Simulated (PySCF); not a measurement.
niobium atom (Nb), sextet (core potentials on Nb); PySCF with SVWN5/def2-TZVP.

Input for PySCF:
```python
from pyscf import gto, scf, dft

mol = gto.M(
    atom='''
Nb    0.000000    0.000000    0.000000
''',
    basis='def2-tzvp',
    ecp={'Nb': 'def2-tzvp'},
    charge=0,
    spin=5,
    verbose=4,
)

mf = dft.UKS(mol)
mf.xc = 'lda,vwn'
mf.kernel()
mf.analyze()
```

It wrote (shortened):

```
PySCF version 2.14.0

[INPUT] verbose = 4
[INPUT] num. atoms = 1
[INPUT] num. electrons = 13
[INPUT] charge = 0
[INPUT] spin (= nelec alpha-beta = 2S) = 5
[INPUT] symmetry False subgroup None
[INPUT] Mole.unit = angstrom
[INPUT] Symbol           X                Y                Z      unit          X                Y                Z       unit  Magmom
[...]
nuclear repulsion = 0
number of shells = 14
number of NR pGTOs = 60
number of NR cGTOs = 40
basis = def2-tzvp
ecp = {'Nb': 'def2-tzvp'}

******** <class 'pyscf.dft.uks.UKS'> ********
method = UKS
initial guess = minao
damping factor = 0
level_shift factor = 0
DIIS = <class 'pyscf.scf.diis.CDIIS'>
diis_start_cycle = 1
diis_space = 8
diis_damp = 0
SCF conv_tol = 1e-09
SCF conv_tol_grad = None
SCF max_cycles = 50
direct_scf = True
direct_scf_tol = 1e-13
number electrons alpha = 9  beta = 4
XC library pyscf.dft.libxc version 7.1.2
    S. Lehtola, C. Steigemann, M. J. T. Oliveira, and M. A. L. Marques,  SoftwareX 7, 1–5 (2018)
XC functionals = lda,vwn
    P. A. M. Dirac,  Math. Proc. Cambridge Philos. Soc. 26, 376 (1930)
    F. Bloch,  Z. Phys. 57, 545 (1929)
    S. H. Vosko, L. Wilk, and M. Nusair,  Can. J. Phys. 58, 1200 (1980)
radial grids:
    Treutler-Ahlrichs [JCP 102, 346 (1995); DOI:10.1063/1.469408] (M4) radial grids

becke partition: Becke, JCP 88, 2547 (1988); DOI:10.1063/1.454033
pruning grids: <function nwchem_prune>
grids dens level: 3
symmetrized grids: False
atomic radii adjust function: <function treutler_atomic_radii_adjust>
small_rho_cutoff = 0
Set gradient conv threshold to 3.16228e-05
tot grids = 22440
init E= -50.6516199405172

cycle= 1 E= -55.923979770772  delta_E= -5.27  |g|= 1.15  |ddm|=  3.1

cycle= 2 E= -54.347987566697  delta_E= 1.58  |g|= 1.62  |ddm|= 3.15
cycle= 3 E= -56.5533910727517  delta_E= -2.21  |g|= 0.303  |ddm|= 2.81

cycle= 4 E= -56.6176018268404  delta_E= -0.0642  |g|= 0.309  |ddm|= 1.25

cycle= 5 E= -56.6656749542367  delta_E= -0.0481  |g|= 0.158  |ddm|= 0.773
cycle= 6 E= -56.6742727061832  delta_E= -0.0086  |g|= 0.108  |ddm|= 0.734
cycle= 7 E= -56.6793164865209  delta_E= -0.00504  |g|= 0.0625  |ddm|= 0.743
cycle= 8 E= -56.6799601200583  delta_E= -0.000644  |g|= 0.0454  |ddm|= 0.475
cycle= 9 E= -56.6799195193074  delta_E= 4.06e-05  |g|= 0.0552  |ddm|= 0.734
cycle= 10 E= -56.6799905056842  delta_E= -7.1e-05  |g|= 0.0528  |ddm|= 0.0447
cycle= 11 E= -56.6800127928323  delta_E= -2.23e-05  |g|= 0.0524  |ddm|= 0.0148
[...]
cycle= 47 E= -56.6793693987854  delta_E= 6.99e-05  |g|= 0.0598  |ddm|= 0.0417
cycle= 48 E= -56.6798418380603  delta_E= -0.000472  |g|= 0.0512  |ddm|= 0.699
cycle= 49 E= -56.6802061890671  delta_E= -0.000364  |g|= 0.0484  |ddm|= 0.233
cycle= 50 E= -56.6799673953115  delta_E= 0.000239  |g|= 0.0479  |ddm|= 0.239
SCF not converged.
SCF energy = -56.6799673953115 after 50 cycles  <S^2> = 8.7502021  2S+1 = 6.0000674
**** SCF Summaries ****
Total Energy =                         -56.679967395311451
Nuclear Repulsion Energy =               0.000000000000000
One-electron Energy =                  -96.169837652301226
Two-electron Energy =                   39.489870256989775
Two-electron Coulomb Energy =           46.201515756769794
DFT Exchange-Correlation Energy =       -6.711645499780023
**** MO energy ****
                             alpha | beta                alpha | beta
[...]
spin_pop of  0 Nb 4s        0.00133
spin_pop of  0 Nb 5s        0.97614
spin_pop of  0 Nb 6s        0.00971
spin_pop of  0 Nb 7s        0.00195
spin_pop of  0 Nb 8s        0.00489
spin_pop of  0 Nb 9s        0.00598
spin_pop of  0 Nb 4px       0.00435
spin_pop of  0 Nb 4py      -0.00632
spin_pop of  0 Nb 4pz      -0.00631
spin_pop of  0 Nb 5px      -0.00475
spin_pop of  0 Nb 5py       0.00277
spin_pop of  0 Nb 5pz       0.00277
spin_pop of  0 Nb 6px      -0.00020
spin_pop of  0 Nb 6py       0.00108
spin_pop of  0 Nb 6pz       0.00108
spin_pop of  0 Nb 7px       0.00061
spin_pop of  0 Nb 7py       0.00247
spin_pop of  0 Nb 7pz       0.00247
spin_pop of  0 Nb 4dxy      0.28786
spin_pop of  0 Nb 4dyz      0.27484
spin_pop of  0 Nb 4dz^2     0.23378
spin_pop of  0 Nb 4dxz      0.27241
spin_pop of  0 Nb 4dx2-y2    0.31203
spin_pop of  0 Nb 5dxy      0.64201
spin_pop of  0 Nb 5dyz      0.61381
spin_pop of  0 Nb 5dz^2     0.52196
spin_pop of  0 Nb 5dxz      0.60933
spin_pop of  0 Nb 5dx2-y2    0.00038
spin_pop of  0 Nb 6dxy      0.06228
spin_pop of  0 Nb 6dyz      0.05941
spin_pop of  0 Nb 6dz^2     0.05060
spin_pop of  0 Nb 6dxz      0.05914
spin_pop of  0 Nb 6dx2-y2    0.00015
spin_pop of  0 Nb 4f-3     -0.00000
spin_pop of  0 Nb 4f-2     -0.00000
spin_pop of  0 Nb 4f-1     -0.00000
spin_pop of  0 Nb 4f+0     -0.00000
spin_pop of  0 Nb 4f+1     -0.00000
spin_pop of  0 Nb 4f+2     -0.00000
spin_pop of  0 Nb 4f+3     -0.00000
In total             9.00000 | 4.00000
Dipole moment(X, Y, Z, Debye):  0.00000, -0.00000, -0.00000
```

The run did not converge; its last values are not results.
